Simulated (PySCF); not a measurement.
**Identify the compound**

The spectra below were simulated for a compound CH11NSi3.

$^{1}$H NMR (300 MHz, computed): δ 5.42 (m, 1H), 4.75 (s, 3H), 3.41 (d, 3H), 0.37 (d, 3H), -0.75 (br s, 1H).

$^{13}$C{$^{1}$H} NMR (computed): δ -0.3 (CH3).

Relativity neglected, averaged over atoms made equivalent by symmetry, fast rotation or ring inversion, single conformer, no solvent. GFN2-xTB structure; σ from GIAO-PBE0/pcSseg-1; PySCF 2.14.0 with density-fitted response routines.

Referencing at the same level of theory: $^{1}$H and $^{13}$C vs TMS.

Task: Which candidate is it?
A. CN[SiH]([SiH3])[SiH3]
B. CN([SiH3])[SiH2][SiH3]
C. C[Si@H]([SiH3])N[SiH3]
D. C[SiH2]N([SiH3])[SiH3]

Result: C. 

The formula gives 0 degrees of unsaturation. Carbon types of the structure: 1 × CH3, leaving 8 H on heteroatoms. δC -0.3: methyl carbon bonded to Si; an electropositive neighbour leaves it electron-rich and shielded. δH 4.75: hydrogen on a silicon bonded to N. δH 3.41: hydrogen on a silicon bonded to Si. δH 0.37: hydrogen on a methyl carbon bonded to Si; an electropositive neighbour shields it, as in TMS itself. δH -0.75: hydrogen on a nitrogen bonded to 2 Si; exchangeable; this is the value without hydrogen bonding to other molecules.

The others: C[SiH2]N([SiH3])[SiH3] would give 3 signals for carbon-bound and other non-exchanging H, not 4; CN[SiH]([SiH3])[SiH3] would give 3 signals for carbon-bound and other non-exchanging H, not 4; CN([SiH3])[SiH2][SiH3] has carbons computed at 38.4.

The OH or NH signal is concentration- and solvent-dependent in practice; the value given is the gas-phase one. Shifts are as computed. Against solution values, carbons near 30 ppm lie about +3 ppm off and those near 130 ppm about +5 ppm. Of 1309 compounds with measured shifts, 239 miss one by over three times the rms of a fit or turn the order of signals round; such compounds aren't used in these exercises. No couplings were computed; multiplicities are counted from neighbouring protons, with m where these are inequivalent, close in shift, in a saturated or five-membered ring or joined by F or P, and br s for small geminal =CH2 splittings.
